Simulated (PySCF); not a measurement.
From one molecule to another.

First species: C5H5F3O2.
Atom-mapped SMILES: `[O:1]=[CH:2][CH2:3][O:4][CH2:5][C:6]([F:7])=[C:8]([F:9])[F:10]` (hydrogens: H11 on C2; H12, H13 on C3; H14, H15 on C5)

Second species: C5H6N4.
Cartesian coordinates in Å at the GFN2-xTB level; atoms count from 1:
```xyz
15
C5H6N4 angstrom
C     -2.2792    0.1683    0.5118
C     -1.4176   -0.6518   -0.4435
N     -0.0512   -0.2174   -0.3889
N      0.4082    0.7494   -1.1469
C      1.6697    0.8965   -0.7883
C      1.9346   -0.0400    0.2317
C      3.1397   -0.2584    0.9180
N      4.1413   -0.4043    1.4551
N      0.8075   -0.7228    0.4485
H     -1.9228    0.0531    1.5327
H     -2.2432    1.2210    0.2420
H     -3.3097   -0.1703    0.4591
H     -1.7600   -0.5258   -1.4724
H     -1.4381   -1.7076   -0.1667
H      2.3164    1.6179   -1.2413
```

Levels: PBE0/def2-SVPD for dipole moment, HOMO energy, LUMO energy, HOMO–LUMO gap, static isotropic polarisability and electronic spatial extent ⟨r²⟩ about the centre of nuclear charge; TDDFT PBE0/def2-SVPD for lowest singlet excitation; TDA PBE0/def2-SVPD for lowest triplet excitation (Tamm–Dancoff); GFN2-xTB for rotational constant A and rotational constant C. Geometries: GFN2-xTB. Each structure is a single optimised conformer of the isolated species, non-relativistic unless stated; the electronic structure was computed with PySCF and density fitting.

Dipoles, sizes and rotational constants follow the conformer. The torsions of the flexible species, by atom-mapped SMILES:
- `[O:1]=[CH:2][CH2:3][O:4][CH2:5][C:6]([F:7])=[C:8]([F:9])[F:10]`: O1–C2–C3–O4 5°, C2–C3–O4–C5 -65°, C3–O4–C5–C6 -69°, O4–C5–C6–F7 87°
- `[CH3:1][CH2:2][n:3]1[n:4][cH:5][c:6]([C:7]#[N:8])[n:9]1`: C1–C2–N3–N4 -88°

Values for the first species:

| Property | Result |
| --- | --- |
| Dipole moment | 1.75 D |
| HOMO energy | -7.64 eV |
| LUMO energy | -1.18 eV |
| HOMO–LUMO gap | 6.46 eV |
| Lowest singlet excitation | 4.25 eV |
| Lowest triplet excitation (Tamm–Dancoff) | 3.64 eV |
| Static isotropic polarisability | 70.3 au |
| Electronic spatial extent ⟨r²⟩ about the centre of nuclear charge | 1730 bohr² |
| Rotational constant A | 2.890 GHz |
| Rotational constant C | 0.607 GHz |

Estimate the same properties for the second species, and the change in each.

```csv
property,first,second,second less first
dipole moment,1.75 D,5.01 D,+3.26 D
HOMO energy,-7.64 eV,-8.16 eV,-0.52 eV
LUMO energy,-1.18 eV,-1.29 eV,-0.11 eV
HOMO–LUMO gap,6.46 eV,6.87 eV,+0.41 eV
lowest singlet excitation,4.25 eV,6.10 eV,+1.85 eV
lowest triplet excitation (Tamm–Dancoff),3.64 eV,4.45 eV,+0.81 eV
static isotropic polarisability,70.3 au,83.7 au,+13.4 au
electronic spatial extent ⟨r²⟩ about the centre of nuclear charge,1730 bohr²,1307 bohr²,-423 bohr²
rotational constant A,2.890 GHz,4.825 GHz,+1.935 GHz
rotational constant C,0.607 GHz,0.869 GHz,+0.262 GHz
```

On the first: The principal polarisabilities are 58.0, 64.8 and 88.0 au; their mean is the isotropic value. A dipole of 1.75 D is allowed in C1, and pure rotational transitions are dipole-allowed.

On the second: The principal polarisabilities are 56.8, 74.3 and 120.0 au; their mean is the isotropic value.
